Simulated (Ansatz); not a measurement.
Basis-set series for `[CH3][Mo](=[O])([OH])=[S]`. The species carries charge 0 and has multiplicity 1. Mo takes the def2 core potential. The structure was optimised at the PBE0-D4/def2-TZVP level. It is one conformer, not always the lowest.

Z-matrix (Å, degrees):
```
C
Mo 1 2.094
H 1 1.092 2 109.7
H 1 1.095 2 107.2 3 -119.8
H 1 1.091 2 110.7 3 121.0
O 2 1.669 1 104.6 3 -177.2
O 2 1.861 1 108.6 3 62.0
S 2 2.108 1 105.0 3 -60.4
H 7 0.961 2 124.4 1 -105.5
```

```tsv
functional	basis	functions	energy (Eh)	HOMO (eV)	LUMO (eV)
PBE0-D4	def2-SVP	111	-656.84556	-7.72	-2.84
PBE0-D4	def2-TZVPP	247	-657.24025	-7.72	-2.88
ωB97M-V	def2-SVP	111	-656.99941	-9.81	-0.74
ωB97M-V	def2-TZVPP	247	-657.40042	-9.84	-0.82
```

(1) Give the rows for def2-QZVPP. (An estimate is asked.)

## Answers

(1) Ansatz gave: 
```tsv
functional	basis	functions	energy (Eh)	HOMO (eV)	LUMO (eV)
PBE0-D4	def2-QZVPP	442	-657.26688	-7.74	-2.90
ωB97M-V	def2-QZVPP	442	-657.42603	-9.86	-0.86
```
